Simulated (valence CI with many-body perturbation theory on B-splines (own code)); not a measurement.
# Level structure of La25+

Method: valence CI with perturbative core correlation (CI+MBPT): four valence electrons over a frozen Dirac-Fock core [Ar] 3d10, radial functions for each j: 11 s, 11 p, 9 d, 7 f, 5 g, 2 h, 1 i, with the one-electron correlation potential Σ1, the two-electron term Σ2, the three-electron term Σ3, Breit, model QED; selected CI, second order for the rest (own B-spline code, finite nucleus).

No measured spectrum was set against this ion. As an estimate, levels hold to about 250 cm⁻¹ or 0.2 % of their energy and the worst to 1 %, as in measured heavy ions of charge 2 to 7; those with d or f electrons hold less well.

Levels 1 to 45 of 71, with energies above the lowest level, (4s^2 4p1/2^2) J=0. "Leading %" is the weight of the configuration and term that name the level; weights of strongly mixed levels are sums over their largest components and can fall short. In the jj column 3d3/2^4 stands for four electrons in 3d with j = 3/2. Lifetimes count E1, E2, E3, M1 and M2 decay at the calculated energies, and are blank where another channel may lead or the interval is too uncertain; long ones can be off by a factor of two.

| No. | Configuration | Term | J | E (cm⁻¹) | Leading % | Second component | Lifetime | Leading jj |
| --- | --- | --- | --- | --- | --- | --- | --- | --- |
| 1 | 4s²4p² | ³P | 0 | 0 | 75 | 24 % 4s²4p² ¹S |  | 4s^2 4p1/2^2 (98 %) |
| 2 | 4s²4p² | ³P | 1 | 160350 | 99 |  | 17.8 μs | 4s^2 4p1/2 4p3/2 (99 %) |
| 3 | 4s²4p² | ¹D | 2 | 182480 | 57 | 42 % 4s²4p² ³P | 1.82 ms | 4s^2 4p1/2 4p3/2 (98 %) |
| 4 | 4s²4p² | ³P | 2 | 359670 | 56 | 42 % 4s²4p² ¹D | 8.51 μs | 4s^2 4p3/2^2 (97 %) |
| 5 | 4s²4p² | ¹S | 0 | 410990 | 75 | 24 % 4s²4p² ³P | 4.84 μs | 4s^2 4p3/2^2 (97 %) |
| 6 | 4s4p³ | ⁵S° | 2 | 606850 | 54 | 32 % 4s4p³ ³P° | 188 ps | 4s 4p1/2^2 4p3/2 (86 %) |
| 7 | 4s4p³ | ³D° | 1 | 685760 | 51 | 22 % 4s4p³ ³P° | 19.5 ps | 4s 4p1/2^2 4p3/2 (83 %) |
| 8 | 4s4p³ | ³D° | 2 | 760400 | 53 | 33 % 4s4p³ ⁵S° | 89.8 ps | 4s 4p1/2 4p3/2^2 (87 %) |
| 9 | 4s4p³ | ³D° | 3 | 800960 | 93 | 5 % 4s²4p4d ³D° | 91.6 ps | 4s 4p1/2 4p3/2^2 (93 %) |
| 10 | 4s4p³ | ³P° | 0 | 846550 | 95 |  | 24.3 ps | 4s 4p1/2 4p3/2^2 (95 %) |
| 11 | 4s4p³ | ¹D° | 2 | 864920 | 46 | 16 % 4s4p³ ³D° | 21.7 ps | 4s 4p1/2 4p3/2^2 (66 %) |
| 12 | 4s4p³ | ³P° | 1 | 865850 | 52 | 25 % 4s4p³ ³D° | 13.9 ps | 4s 4p1/2 4p3/2^2 (85 %) |
| 13 | 4s4p³ | ³S° | 1 | 910900 | 43 | 31 % 4s4p³ ¹P° | 4.88 ps | 4s 4p1/2 4p3/2^2 (84 %) |
| 14 | 4s²4p4d | ³F° | 2 | 948910 | 72 | 7 % 4s²4p4d ¹D° | 20.7 ps | 4s^2 4p1/2 4d3/2 (75 %) |
| 15 | 4s4p³ | ³P° | 2 | 1011700 | 41 | 20 % 4s4p³ ¹D° | 17.6 ps | 4s 4p3/2^3 (67 %) |
| 16 | 4s²4p4d | ³F° | 3 | 1013800 | 77 | 10 % 4s²4p4d ³D° | 15.1 ps | 4s^2 4p1/2 4d5/2 (84 %) |
| 17 | 4s²4p4d | ³D° | 1 | 1031800 | 47 | 22 % 4s²4p4d ³P° | 2.44 ps | 4s^2 4p1/2 4d3/2 (90 %) |
| 18 | 4s²4p4d | ³P° | 2 | 1036600 | 51 | 17 % 4s²4p4d ³D° | 4.46 ps | 4s^2 4p1/2 4d5/2 (77 %) |
| 19 | 4s4p³ | ¹P° | 1 | 1098700 | 42 | 31 % 4s4p³ ³S° | 4.37 ps | 4s 4p3/2^3 (72 %) |
| 20 | 4s²4p4d | ³F° | 4 | 1155500 | 98 |  | 19.1 μs | 4s^2 4p3/2 4d5/2 (98 %) |
| 21 | 4s²4p4d | ³D° | 2 | 1170500 | 40 | 38 % 4s²4p4d ¹D° | 2.91 ps | 4s^2 4p3/2 4d3/2 (77 %) |
| 22 | 4s²4p4d | ³P° | 0 | 1182300 | 95 |  | 3.39 ps | 4s^2 4p3/2 4d3/2 (95 %) |
| 23 | 4s²4p4d | ³D° | 3 | 1188600 | 55 | 21 % 4s²4p4d ³F° | 2.79 ps | 4s^2 4p3/2 4d3/2 (65 %) |
| 24 | 4s²4p4d | ³P° | 1 | 1197500 | 64 | 22 % 4s²4p4d ³D° | 3.06 ps | 4s^2 4p3/2 4d3/2 (75 %) |
| 25 | 4s²4p4d | ³P° | 2 | 1221100 | 44 | 26 % 4s²4p4d ³D° | 3.72 ps | 4s^2 4p3/2 4d5/2 (73 %) |
| 26 | 4s²4p4d | ¹F° | 3 | 1267300 | 68 | 28 % 4s²4p4d ³D° | 2.66 ps | 4s^2 4p3/2 4d5/2 (74 %) |
| 27 | 4s²4p4d | ¹P° | 1 | 1288400 | 73 | 12 % 4s²4p4d ³D° | 3.55 ps | 4s^2 4p3/2 4d5/2 (82 %) |
| 28 | 4p⁴ | ³P | 2 | 1327100 | 54 | 22 % 4p⁴ ¹D | 16.1 ps | 4p1/2^2 4p3/2^2 (76 %) |
| 29 | 4s4p²4d | ⁵F | 1 | 1376000 | 64 | 21 % 4s4p²4d ³D | 82.8 ps | 4s 4p1/2^2 4d3/2 (84 %) |
| 30 | 4p⁴ | ¹S | 0 | 1390200 | 45 | 41 % 4p⁴ ³P | 9.91 ps | 4p1/2^2 4p3/2^2 (84 %) |
| 31 | 4s4p²4d | ⁵F | 2 | 1395600 | 47 | 19 % 4s4p²4d ⁵D | 29.3 ps | 4s 4p1/2^2 4d3/2 (57 %) |
| 32 | 4s4p²4d | ⁵F | 3 | 1436000 | 33 | 32 % 4s4p²4d ⁵D | 20.8 ps | 4s 4p1/2^2 4d5/2 (75 %) |
| 33 | 4p⁴ | ³P | 1 | 1489800 | 51 | 23 % 4s4p²4d ³P | 19.2 ps | 4p1/2 4p3/2^3 (51 %) |
| 34 | 4p⁴ | ¹D | 2 | 1503900 | 33 | 13 % 4s4p²4d ⁵F | 28.6 ps | 4p1/2 4p3/2^3 (45 %) |
| 35 | 4s4p²4d | ³F | 2 | 1508200 | 51 | 10 % 4p⁴ ¹D | 14.0 ps | 4s 4p1/2^2 4d5/2 (46 %) |
| 36 | 4s4p²4d | ⁵D | 0 | 1510300 | 90 | 7 % 4s4p²4d ³P | 120 ps | 4s 4p1/2 4p3/2 4d3/2 (94 %) |
| 37 | 4s4p²4d | ⁵F | 3 | 1523100 | 46 | 28 % 4s4p²4d ³F | 43.0 ps | 4s 4p1/2 4p3/2 4d3/2 (80 %) |
| 38 | 4s4p²4d | ⁵D | 1 | 1523700 | 59 | 23 % 4p⁴ ³P | 16.7 ps | 4s 4p1/2 4p3/2 4d3/2 (58 %) |
| 39 | 4s4p²4d | ⁵F | 2 | 1525400 | 28 | 20 % 4s4p²4d ⁵D | 9.94 ps | 4s 4p1/2 4p3/2 4d3/2 (44 %) |
| 40 | 4s4p²4d | ⁵F | 4 | 1535600 | 72 | 18 % 4s4p²4d ⁵D | 707 ps | 4s 4p1/2 4p3/2 4d5/2 (78 %) |
| 41 | 4s4p²4d | ⁵D | 4 | 1552900 | 42 | 41 % 4s4p²4d ³F | 358 ps | 4s 4p1/2 4p3/2 4d3/2 (51 %) |
| 42 | 4s4p²4d | ⁵F | 5 | 1581300 | 66 | 33 % 4s4p²4d ³G | 301 ps | 4s 4p1/2 4p3/2 4d5/2 (88 %) |
| 43 | 4s4p²4d | ³F | 2 | 1586200 | 43 | 23 % 4s4p²4d ⁵D | 10.5 ps | 4s 4p1/2 4p3/2 4d5/2 (56 %) |
| 44 | 4s4p²4d | ⁵P | 3 | 1591200 | 49 | 31 % 4s4p²4d ³F | 4.73 ps | 4s 4p1/2 4p3/2 4d5/2 (59 %) |
| 45 | 4s4p²4d | ⁵P | 2 | 1615400 | 58 | 20 % 4s4p²4d ³P | 3.01 ps | 4s 4p1/2 4p3/2 4d3/2 (63 %) |

Where two levels of one J and parity lie close, their mixing, g and order are uncertain.

The ionisation energy to 4s²4p ²P°1/2 of the next ion comes out as 867 eV (NIST: 865 ± 4 eV (theoretical)). All 71 levels together are meant to be complete up to 1797200 cm⁻¹.
